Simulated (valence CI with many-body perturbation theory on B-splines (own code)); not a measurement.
# Hf23+: one-electron terms

Level of theory: valence CI with perturbative core correlation (CI+MBPT): three valence electrons over a frozen Dirac-Fock core [Kr] 4d10, a basis of 7 s, 7 p, 7 d, 7 f, 4 g, 2 h functions for each j, with the one-electron correlation potential Σ1, the two-electron term Σ2, the three-electron term Σ3, Breit, model QED; selected CI, second order for the rest, scaled by the run's own slope (own B-spline code, finite nucleus).

No measured spectrum was set against this ion. As an estimate, terms of the open shell hold to a few per cent of their energy, and close levels can change places. Excitations out of the core, of the other parity, are not computed and may begin above about 152 eV (a cautious bound); beyond it only levels of the ground parity were kept, without lifetimes.

These are the spectroscopic orbitals of the CI (the correlating ones are not listed), shaped by the core and the other valence electrons. h is the expectation value of the core's Dirac-Fock operator, without the valence repulsion; Σ1 is computed up to l = 3 at one energy for each symmetry, that of its lowest orbital but kept below the first core excitation, so for empty shells it is not the orbital's own correlation shift; Breit and QED include the response of the core.

```csv
Orbital,h (hartree),Σ1 (cm⁻¹),Breit (cm⁻¹),QED (cm⁻¹),⟨r⟩ (bohr)
5s1/2,-23.963,-21933,2826,2377,0.8557
6s1/2,-14.768,-6701,1288,1080,1.393
7s1/2,-10.062,-3217,718,610,2.042
5p1/2,-22.449,-19479,4249,25.9,0.8865
6p1/2,-14.019,-6585,2101,13.4,1.432
7p1/2,-9.6289,-3213,1182,7.9,2.102
5p3/2,-21.593,-16882,2405,229,0.9244
6p3/2,-13.602,-6046,1213,115,1.477
7p3/2,-9.3916,-3012,753,66.2,2.156
5d3/2,-19.166,-14181,1485,-142,0.9745
6d3/2,-12.36,-5678,796,-74.1,1.559
7d3/2,-8.6689,-2970,471,-43.2,2.271
5d5/2,-18.992,-13607,867,-59.7,0.9847
6d5/2,-12.272,-5496,463,-30.8,1.571
7d5/2,-8.6174,-2885,278,-17.9,2.285
4f5/2,-28.05,-30292,41.5,-421,0.4778
5f5/2,-16.144,-11737,174,-110,1.043
4f7/2,-27.937,-29702,-1099,-327,0.4811
5f7/2,-16.104,-11614,-166,-81.5,1.046
5g7/2,-13.901,,-103,-21.7,1.069
5g9/2,-13.897,,-178,-15.4,1.069
```

Among the shells of the start configuration 4f3, Σ1 is largest in size for 4f5/2, where it is 0.49 % of h.

Lowest root of each symmetry, sizes in configuration state functions:

```
   J  Parity  Roots  Reference  Variational  Second order  Change by selected CI (cm⁻¹)  Change by second order (cm⁻¹)
 1/2    even     10         56         5061          7577                         -4496                             -1
 3/2    even     16        100         9541         18651                         -3287                              0
 5/2    even     21        126        12403         26110                         -3450                             -1
 7/2    even     21        126        12726         27130                         -2843                              0
 9/2    even     19        109        11310         24370                         -3089                             -1
11/2    even     16         78         8545         20764                         -2896                             -1
13/2    even     11         50         6210         13176                         -2875                             -1
15/2    even      5         25         3703          6540                         -3972                             -1
17/2    even      2         13         1893          6176                         -3852                             -1
 1/2     odd     10         68         5093         10243                         -4465                             -1
 3/2     odd     18        121         8281         19329                         -3277                              0
 5/2     odd     21        141        10727         27396                         -3060                              0
 7/2     odd     21        139        11100         28969                         -3055                              0
 9/2     odd     19        119         9751         29186                         -2152                              0
11/2     odd     15         91         7977         23152                         -2032                              0
13/2     odd      9         56         5780         13151                         -2036                              0
15/2     odd      6         29         3989          9989                         -2110                              0
17/2     odd      2          8         2224          2644                         -3102                              0
```
